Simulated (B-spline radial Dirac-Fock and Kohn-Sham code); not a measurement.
## How the settings move the core levels of Pb⁶⁺

ΔSCF core binding energies without Breit or QED terms, calculated with an atomic code on a B-spline grid. Keys: rel is the Hamiltonian (dirac, or spin-free x2c and nr, where L3 and M5 stand for the whole 2p and 3d shells), method is hf or an exchange,correlation pair (spin-unpolarised, also for the hole states), nuc the nuclear model, radius_factor scales its radius, rmax is the box in bohr, h the logarithmic mesh step, order the B-spline order, points the quadrature points per cell, c_factor scales the speed of light, and damp, ndamp, maxit and tol steer the iteration. The run stops when the commutator error falls below 10·tol·max(1, Z/10), or the numerical noise floor, and the energy has settled to about 1e-8 Ha; the virial ratio is −V/T.

Base input:

```json
{"items": [{"Z": 82, "q": 6, "cfg": [[1, 0, 2], [2, 0, 2], [2, 1, 6], [3, 0, 2], [3, 1, 6], [3, 2, 10], [4, 0, 2], [4, 1, 6], [4, 2, 10], [4, 3, 14], [5, 0, 2], [5, 1, 6], [5, 2, 8]], "A": 208, "rrms": 5.5012, "do": "settings", "holes": ["K", "L3", "M5"],
  "settings": [{"rel": "dirac", "method": "hf", "nuc": "fermi", "radius_factor": 1.0, "rmax": 45.0, "h": 0.3, "order": 8, "points": 10, "c_factor": 1.0, "maxit": 60, "damp": 0.5, "ndamp": 3, "tol": 1e-08}]}]}
```

The ground state converged in 10 iterations, with total energy -20904.75823 Ha, virial ratio 1.86028 and highest orbital energy -102.66 eV. ΔSCF binding energies: K (1s) 88585.5 eV, L3 (2p3/2) 13165.6 eV. Holes are computed only in closed shells, and unreliable hole states are left out.

Changes from the base run:

```
                         changed setting  Δ total energy (Ha)  Δ K (eV)  Δ L3 (eV)  iterations
                           nuc = "gauss"             -0.04842     +0.53       0.00          10
                             rel = "x2c"                    ?         ?          ?           ?
   nuc = "gauss"; rmax = 60.0; order = 6             -0.04685     +0.53       0.00          10
                             rmax = 60.0              0.00000      0.00       0.00          10
rel = "x2c"; method = "pbesol"; h = 0.12            +33.85680    -86.36    +586.67          10
                                h = 0.12             -0.00012      0.00       0.00          10
                             tol = 1e-06              0.00000      0.00       0.00           8
```

Q: What does the change rel = "x2c" do?

A: The total energy moves by +33.56377 Ha and the binding energies by K -103.38 eV, L3 +637.67 eV; the run takes 10 iterations.
